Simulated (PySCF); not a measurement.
Excitation energies in several basis sets

Compound: C2H3F2GeN.
SMILES: `C#[C][Ge]([NH2])([F])[F]`

TDDFT with PBE0 (PySCF), vertical singlets, core orbitals frozen in the response, spherical d and f functions. One conformer (not necessarily the lowest) at the PBE0-D3(BJ)/def2-SVP geometry, without solvent, vibrations or thermal averaging. The PBE0/6-31G* calculation is non-relativistic and has no spin–orbit coupling, an omission that weighs most on germanium.

```tsv
basis	functions	diffuse	S1 (eV)	S2 (eV)	S3 (eV)	S4 (eV)	S5 (eV)	LUMO (eV)	α (au)
6-31G*	108	no	6.18	6.47	6.50	6.84	7.04	-0.29	44.1
def2-SVP	117	no	6.18	6.46	6.49	6.75	6.94	-0.51	43.9
def2-SVPD	168	yes	6.13	6.40	6.43	6.78	6.96	-0.79	55.6
aug-cc-pVDZ	178	yes	6.09	6.35	6.38	6.62	6.76	-0.80	56.7
def2-TZVP	221	no	6.11	6.38	6.40	6.76	6.93	-0.69	51.5
def2-TZVPD	272	yes	6.09	6.35	6.38	6.72	6.83	-0.77	57.0
```

Q: Compare the sets with the largest diffuse one.

A: States are compared by their number. Against the largest diffuse basis here (def2-TZVPD, itself not a converged limit), sets without diffuse functions differ by up to 0.09 eV in S1 and 0.21 eV in S5; the smaller diffuse sets differ by up to 0.03 and 0.13 eV. State by state, the largest deviation of a set without diffuse functions is S1 0.09, S2 0.12, S3 0.13, S4 0.12, S5 0.21 eV. The same number needn't mean the same state in each row. Against def2-TZVPD the polarisability deviates by -23% in 6-31G*, -23% in def2-SVP, -2% in def2-SVPD, -1% in aug-cc-pVDZ, -10% in def2-TZVP.
